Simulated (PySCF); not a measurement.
Computed with PBE0-D3(BJ)/def2-TZVP (PySCF). Gas-phase values, no solvent. 

Reference species (SMILES): `C=[SiH2]` (neutral, multiplicity 1).

The dipole moment comes out as 0.75 D.

Changed species: `C=[SiH]F` (whole molecule; the reference has whole molecule).

Task: Give the shifts of the dipole moment.

Result: the dipole moment goes up by 0.32 D, to 1.07 D.
